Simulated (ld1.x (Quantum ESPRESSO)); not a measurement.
## chlorine (Cl), ultrasoft: configuration errors across variants

ld1.x (Quantum ESPRESSO) 7.5 input, shortened:

```
&input
   title='Cl', zed=17., rel=1, dft='PBESOL', iswitch=3,
   config='[Ne] 3s1 3p6'
 /
 &inputp
   pseudotype=3, tm=.true., lloc=-1, rcloc=1.00,
   nlcc=.true.,
   which_augfun='PSQ', rmatch_augfun_nc=.true.
 /
4
3S  1  0   1.00   0.00  0.85  1.15  0.0
3S  1  0   0.00  -0.50  0.85  1.15  0.0
3P  2  1   6.00   0.00  0.90  1.15  0.0
3P  2  1   0.00   0.30  0.90  1.15  0.0
 &test
   configts(1)='3s1 3p6'
 /
```

All-electron excitation energies from the reference (eV): (1) 3s2 3p5 -12.114; (2) 3s2 3p4 1.722; (3) 3s2 3p3 27.119; (4) 3s2 3p5.3 -14.242; (5) 3s2 3p1 117.569; (6) 3s1 3p5 14.391; (7) 3s2 3p2 65.374.

3 further variants failed, have other tests or too few solved ones, and are left out.

Errors AE − PS in meV (a dash: test not solved or not reliable):

```csv
change,(1),(2),(3),(4),(5),(6),(7),bound ghosts
base,+0.2,+1.8,+7.1,+0.2,+39,-0.8,+19,none
"all radii but the core radius scaled by about 1.11 (s 1.28, p 1.28 bohr, rcut 0.96/1.00); local potential all-electron potential smoothed inside 1.12 bohr (lloc = -1)",+0.1,+1.5,+7.1,+0.1,+50,-0.8,+21,none
"all radii but the core radius scaled by about 1.18 (s 1.36, p 1.36 bohr, rcut 1.00/1.06); local potential all-electron potential smoothed inside 1.18 bohr (lloc = -1)",-0.1,+1.3,+7.9,-0.1,+66,-0.7,+26,none
"all radii but the core radius scaled by about 1.34 (s 1.54, p 1.54 bohr, rcut 1.14/1.20); local potential all-electron potential smoothed inside 1.34 bohr (lloc = -1)",0.0,+0.8,+8.1,+0.1,+94,-0.5,+33,none
"all radii but the core radius scaled by about 1.39 (s 1.60, p 1.60 bohr, rcut 1.18/1.24); local potential all-electron potential smoothed inside 1.38 bohr (lloc = -1)",0.0,+0.8,+8.3,+0.2,+102,-0.4,+35,none
```

Q: Give the same row for: all radii but the core radius scaled by about 1.23 (s 1.42, p 1.42 bohr, rcut 1.06/1.12); local potential all-electron potential smoothed inside 1.24 bohr (lloc = -1).

A: 0.0, +1.2, +7.4, +0.1, +68, -0.7, +26; bound ghosts: none.
